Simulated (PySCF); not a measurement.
C5H2F3O (doublet state).
Z-matrix (Å and degrees, GFN2-xTB geometry), rows numbered from 1:
```
O 
C   1  1.1822
C   2  1.4262  1  153.82
C   3  1.3509  2   62.97  1  -179.97
C   4  1.4798  2  153.89  3   172.45
F   5  1.3673  4  111.31  2     9.43
C   5  1.5044  4  108.92  2  -112.70
F   7  1.3401  5  114.46  4   -75.67
F   7  1.3347  5  118.10  4    55.11
H   3  1.0667  2  151.52  4  -175.41
H   5  1.1015  4  110.49  2   128.53
```

The hyperfine couplings belong to this conformer and change with its torsions.

As a line formula: `O=c1cc1[C@H](F)[C](F)F` [radical].

Level of theory: PySCF, UKS B3LYP, pcH-1 on C F H O, non-relativistic, mean-field spin-orbit, GIAO. Geometry: GFN2-xTB, one conformer, isolated molecule. A GFN2-xTB geometry isn't a minimum of the functional, and hyperfine couplings can be far from their values at a DFT geometry. The SCF solution wasn't tested for stability.

(1) The isotropic 19F couplings, averaged over equivalent nuclei, are +219.0, +30.7 MHz. Assign them to F6; F8/F9.

(2) Match the computed a_iso(1H) values +10.0, +5.1 MHz with the sites H10; H11.

Results:

(1) 
| site | a_iso (MHz) | ρ(0) (bohr⁻³) | position | distance from C7 (Å) | bound to | spin population there | largest \|T\| (MHz) |
| --- | --- | --- | --- | --- | --- | --- | --- |
| F6 | +30.7 | +0.0073 | 2 bonds from C7 | 2.36 | C5 | -0.01 | 13.6 |
| F8/F9 | +219.0 | +0.0520 | 1 bond from C7 | 1.34 | C7 | +0.83 | 429.8 |

(2) 
```csv
site,a_iso (MHz),ρ(0) (bohr⁻³),position,distance from C7 (Å),bound to,spin population there,largest |T| (MHz)
H10,+5.1,+0.0011,4 bonds from C7,3.77,C3,+0.03,2.1
H11,+10.0,+0.0022,"β, 2 bonds from C7",2.12,C5,-0.01,12.3
```

ρ(0) is the spin density at the nucleus and T the dipolar tensor; entries for several nuclei are means. The Mulliken spin populations are largest on C7 (+0.83) and F9 (+0.06). C7 is the only atom above +0.15. The angles at C7 add up to 341.8°, so it is pyramidal.

Class means assume fast exchange of nuclei equivalent by connectivity; if that motion is slow, each nucleus keeps its own coupling. The 19F value of +219.0 MHz is a mean of couplings from 200.5 to 237.4 MHz in this one geometry, not an average over conformers.

On one thread, Arm Neoverse V1 (aarch64), on a shared host, this took 70 s wall (with the writing of density and orbital grids) and 0.98 GiB of memory at its peak.
